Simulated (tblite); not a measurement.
Species: C5H8B2Cl2.
Numbering: `[BH2:1][C@@H:2]1[CH2:3][CH:4]=[C:5]([B:6]([Cl:7])[Cl:8])[CH2:9]1` (hydrogens: H10, H11 on B1; H12 on C2; H13, H14 on C3; H15 on C4; H16, H17 on C9)

Computed with GFN2-xTB (tblite), gas phase: L-BFGS steps from a force-field or distance-geometry start until the largest atomic force falls under 0.01 eV/Å.

Step 71: E = -718.1211 eV
```
atom  x, y, z in Å  |  force x, y, z in eV/Å
B1     -1.7811    0.6884   -1.6918    0.013   0.054  -0.013
C2     -1.0671   -0.1452   -0.5707    0.005  -0.010  -0.004
C3     -1.1930    0.3258    0.8912    0.038   0.006   0.014
C4      0.1250   -0.0313    1.4850    0.041  -0.018   0.018
C5      1.0603   -0.2867    0.5573    0.031   0.066   0.001
B6      2.5212   -0.6827    0.8258    0.010   0.013  -0.016
Cl7     3.0814   -0.9180    2.4413    0.027  -0.006  -0.001
Cl8     3.6342   -0.9155   -0.4718    0.006  -0.003   0.002
C9      0.4663   -0.0921   -0.8224   -0.005  -0.021   0.025
H10    -1.9805    1.8302   -1.5336   -0.025  -0.023  -0.013
H11    -2.0558    0.1823   -2.7094    0.012   0.023   0.015
H12    -1.3360   -1.2038   -0.5964   -0.048  -0.051   0.019
H13    -1.3258    1.4089    0.9552   -0.029   0.041  -0.018
H14    -2.0251   -0.1374    1.4204   -0.035  -0.023  -0.028
H15     0.2976   -0.0495    2.5475   -0.040  -0.014   0.030
H16     0.7702    0.8856   -1.2076    0.024  -0.009   0.005
H17     0.8012   -0.8468   -1.5299   -0.025  -0.025  -0.036
```

Step 72: E = -718.1220 eV
```
atom  x, y, z in Å  |  force x, y, z in eV/Å
B1     -1.7790    0.6899   -1.6910   -0.007   0.051  -0.028
C2     -1.0658   -0.1450   -0.5706   -0.012  -0.003   0.002
C3     -1.1929    0.3256    0.8912    0.035   0.010   0.024
C4      0.1259   -0.0284    1.4860    0.028  -0.033   0.016
C5      1.0610   -0.2857    0.5585    0.031   0.067   0.001
B6      2.5219   -0.6824    0.8257    0.008   0.015  -0.026
Cl7     3.0814   -0.9196    2.4402    0.036  -0.008   0.008
Cl8     3.6333   -0.9145   -0.4743    0.002  -0.003   0.013
C9      0.4674   -0.0936   -0.8217   -0.008  -0.023   0.012
H10    -1.9895    1.8294   -1.5311   -0.016  -0.022  -0.005
H11    -2.0487    0.1859   -2.7111    0.018   0.020   0.016
H12    -1.3387   -1.2031   -0.5963   -0.032  -0.040   0.012
H13    -1.3278    1.4087    0.9547   -0.033   0.035  -0.014
H14    -2.0251   -0.1403    1.4190   -0.018  -0.010  -0.028
H15     0.2967   -0.0463    2.5491   -0.035  -0.011   0.017
H16     0.7741    0.8823   -1.2101    0.013  -0.018   0.012
H17     0.7988   -0.8507   -1.5281   -0.012  -0.027  -0.031
```

Q: Estimate the geometry and energy of step 73. (The exact step hangs on the optimiser's Hessian estimate; all steps are aligned on step 72, rigid shifts and turns removed.)

A: E = -718.1235 eV, largest force 0.068 eV/Å
```
atom  x, y, z in Å  |  force x, y, z in eV/Å
B1     -1.7749    0.6952   -1.6891   -0.041   0.032  -0.044
C2     -1.0633   -0.1431   -0.5700   -0.041   0.010   0.013
C3     -1.1918    0.3254    0.8921    0.010   0.016   0.026
C4      0.1289   -0.0214    1.4880   -0.007  -0.041   0.005
C5      1.0634   -0.2820    0.5606    0.018   0.049  -0.001
B6      2.5235   -0.6817    0.8247    0.013   0.019  -0.027
Cl7     3.0804   -0.9256    2.4381    0.054  -0.011   0.014
Cl8     3.6318   -0.9118   -0.4792    0.001  -0.004   0.028
C9      0.4699   -0.0983   -0.8204   -0.017  -0.027  -0.014
H10    -2.0177    1.8275   -1.5238    0.006  -0.021   0.013
H11    -2.0259    0.1959   -2.7163    0.027   0.015   0.009
H12    -1.3457   -1.2001   -0.5969    0.003  -0.004  -0.001
H13    -1.3351    1.4081    0.9550   -0.032   0.007   0.003
H14    -2.0230   -0.1496    1.4160    0.017   0.025  -0.024
H15     0.2958   -0.0353    2.5523   -0.016  -0.010  -0.004
H16     0.7847    0.8723   -1.2180   -0.013  -0.035   0.020
H17     0.7920   -0.8633   -1.5230    0.018  -0.022  -0.014
```

The energy changes by -0.0015 eV. The first-order estimate −F·Δx gives -0.0024 eV and the mean of the old and new forces, exact on a quadratic surface, -0.0015 eV. The step makes an angle of 74° with the force vector and moves no atom by more than 0.029 Å.

The cost below is that of the whole relaxation. The run took 1.0 s on one thread, Arm Neoverse V2 (aarch64), shared host.
